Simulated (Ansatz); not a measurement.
The cluster Au5Se2⁺. Total charge 1; singlet. Geometry PBE0-D4/def2-SVP, basis def2-TZVP, Ansatz.

Cartesian coordinates in Å:
```
Au -3.366 0.349 -0.978
Au -0.020 -0.034 -0.015
Au 3.284 -0.287 1.147
Au -1.627 3.086 0.128
Au 1.776 -3.032 -0.245
Se -1.290 1.401 -1.537
Se 1.241 -1.483 1.500
```

```csv
run,HOMO (eV),LUMO (eV)
A,-10.12,-8.04
B,-9.80,-7.67
C,-10.66,-6.66
D,-9.94,-7.44
E,-10.29,-7.03
F,-10.80,-6.54
```

In the def2 sets Au takes a core potential; there is no spin–orbit coupling. HSE06 is defined as in plane-wave codes, on full-range PBE exchange. The structure comes from a short search, and lower isomers may exist.

Problem. The runs used HSE06, LDA (SPW92), PBE, PBE0, r2SCAN, r2SCAN0. Estimate which is which.

Solution. A LDA (SPW92) (0 % exact exchange); B PBE (0 % exact exchange); C PBE0 (25 % exact exchange); D r2SCAN (0 % exact exchange); E HSE06 (range-separated); F r2SCAN0 (25 % exact exchange). Exact exchange lowers occupied and raises empty levels; among semilocal functionals meta-GGAs tend to open the gap a little, and such runs are hard to tell apart. The gap grows from 2.07 eV (LDA (SPW92)) to 4.26 eV (r2SCAN0).
